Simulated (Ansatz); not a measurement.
Relaxation of Cl$_{2}$H$_{3}$NOTi (8 atoms, charge 0, multiplicity 1), to a largest force component of 0.02 eV/Å in at most 40 steps.

These are results of RKS PBE/def2-SVP (Ansatz 0.2.0), not measurements.

```xyz
8
Properties=species:S:1:pos:R:3
Ti 0.000 0.000 0.000
N 0.000 0.000 2.060
H -0.877 -0.271 2.590
H 0.877 0.271 2.590
Cl 2.235 0.000 -0.789
Cl -1.116 1.934 -0.789
O -0.904 -1.567 -0.639
H -1.359 -2.032 0.133
```

Problem. Where does it end, and by what steps?

Solution. The forces met the threshold. The force dipped under the threshold on the way, but the program's further checks kept it going. After 9 steps the energy has fallen by 1.068 eV; H3 moved furthest, 0.75 Å.

| step | energy less start (eV) | largest force component (eV/Å) | accepted |
| --- | --- | --- | --- |
| 0 | 0.0000 | 2.521 | yes |
| 1 | -0.9484 | 1.047 | yes |
| 2 | -1.0094 | 0.651 | yes |
| 3 | -1.0355 | 0.398 | yes |
| 4 | -1.0569 | 0.325 | yes |
| 5 | -1.0589 | 0.249 | yes |
| 6 | -1.0665 | 0.109 | yes |
| 7 | -1.0676 | 0.010 | yes |
| 8 | -1.0677 | 0.040 | yes |
| 9 | -1.0678 | 0.001 | yes |

```xyz
8
Properties=species:S:1:pos:R:3
Ti -0.026 0.023 0.045
N -0.012 0.030 1.903
H -0.738 0.459 2.489
H 0.775 -0.293 2.478
Cl 2.087 0.042 -0.615
Cl -1.240 1.760 -0.598
O -0.807 -1.477 -0.532
H -1.184 -2.211 -0.016
```

Whether the end is a true minimum wasn't checked by a vibrational analysis.

Time of the run: 14 s on 4 threads of AMD EPYC 7B13 (Zen 3) (shared host), peak memory 0.2 GiB.
